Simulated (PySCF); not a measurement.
# CeSe: one state, many levels of theory

State: triplet, about 1.2 electrons in the 4f shell (Mulliken), real f orbitals that mix terms. Set-up: basis Ce x2c-SVPall, Se x2c-SVPall; spin-free X2C with a Gaussian nucleus; PySCF 2.14. De refers to Ce (4f1 5d1 6s2) + Se in their high-spin ground configurations, without counterpoise correction. The functionals are run spin-unrestricted. A positive dipole means Ce(−)Se(+). Levels whose curve was spin-contaminated or gave no clean fit are not listed.

```
      Level  Re (Å)  ωe (cm⁻¹)  De (eV)  μ (D)
        UHF   2.511        318      n/a  -7.12
    UHF-MP2   2.462        321      n/a    n/a
UHF-SCS-MP2   2.471        320      n/a    n/a
        PBE   2.484        292     6.01  -5.33
       PBE0   2.459        319     5.47  -5.74
```

**Question.** What does a quarter of exact exchange do here, going from PBE to PBE0?

**Answer.** PBE0 less PBE: -2.5 pm in Re, +9.2 % in ωe, -0.54 eV in De. Exact exchange removes part of the self-interaction that spreads semilocal densities, and in most molecules shortens and stiffens the bond and lowers De; so it does here.

**Question.** What does second-order correlation do here, going from UHF to UHF-MP2?

**Answer.** UHF-MP2 less UHF: -4.9 pm in Re, +0.9 % in ωe. Correlation nearly always deepens the well. The bond shortens, as in weak, metallic or heavy-atom bonds, where dispersion and the correlation of outer-core electrons pull the atoms together.

Correlated steps freeze 27 core orbitals. These are scalar-relativistic numbers at best; spin–orbit coupling would shift them, the dissociation energy most. Counting both spins, an empty level lies below a filled one in some of these solutions, because spin and occupation are held. The state is the lowest single determinant that the PBE0 search found; with open d or f shells the true ground state can be another one.

The whole job (state search and all levels along the bond) took about 19 min on 4 threads of Arm Neoverse V1 (shared host), peak memory 5 GiB.
